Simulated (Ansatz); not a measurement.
Mulliken charges of AlH₅N₂S, SMILES `[NH2][Al]([NH2])[SH]` from r2SCAN/def2-TZVPP in Ansatz (PBE0-D4/def2-TZVP geometry).

```csv
atom,x (Å),y (Å),z (Å),charge (e)
N1,-0.333,1.123,-1.020,-0.472
Al2,-0.067,-0.155,0.167,0.599
N3,1.404,-1.128,0.169,-0.480
S4,-1.573,-0.591,1.698,-0.323
H5,-1.199,1.619,-1.147,0.142
H6,0.352,1.445,-1.684,0.143
H7,1.647,-1.784,0.892,0.150
H8,2.111,-1.119,-0.546,0.141
H9,-2.252,0.542,1.454,0.100
```

Question: By hand: the dipole of these point charges (1 e Å = 4.8032 D).

Answer: Σ q r = (0.151, 0.175, -0.250) e Å, of length 0.340 e Å = 1.63 D.

Question: How does the dipole of the full density compare? (Best estimate.)

Answer: Ansatz gave: (0.223, 0.200, -0.334) e Å, 2.15 D; the point charges give 0.76 times that, at 5° from its direction.

Point charges leave out the atoms' own dipoles, such as those of lone pairs, and Mulliken's split depends on the basis, so the two needn't agree.
